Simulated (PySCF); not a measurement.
SiOBr, SMILES O=[Si]Br, multiplicity 2.

Coordinates come from a PBE-D3(BJ)/def2-TZVP optimisation.

Calculation: PBE-D3(BJ)/def2-TZVP in PySCF.

Frequencies are harmonic and unscaled.

```csv
mode,ν (cm⁻¹),IR (km/mol),moving atoms (share of kinetic energy)
1,189,7.7,"O 59 %, Si 25 %, Br 16 %"
2,380,67.2,"Si 70 %, Br 23 %"
3,1132,55.7,"O 63 %, Si 37 %"
```
